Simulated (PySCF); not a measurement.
**Radial density of Li⁻ (lithium, charge -1)**

BP86, [He] 2s2, closed-shell 1S. Calculation: PySCF 2.14, in def2-TZVPPD; no relativity, point nucleus.

| r (bohr) | 4πr²ρ (e/bohr) |
| --- | --- |
| 0.00962 | 0.01543 |
| 0.0162 | 0.04189 |
| 0.0272 | 0.1110 |
| 0.0458 | 0.2806 |
| 0.0770 | 0.6588 |
| 0.130 | 1.364 |
| 0.218 | 2.307 |
| 0.367 | 2.815 |
| 0.616 | 2.061 |
| 1.04 | 0.6982 |
| 1.74 | 0.2044 |
| 2.93 | 0.3668 |
| 4.93 | 0.3783 |
| 8.30 | 0.07406 |
| 14.0 | 0.0001406 |

At BP86 the highest occupied level has a positive energy, so only the finite basis holds that electron; in a semilocal or global hybrid functional this comes from self-interaction and does not mean that the real anion is unbound.
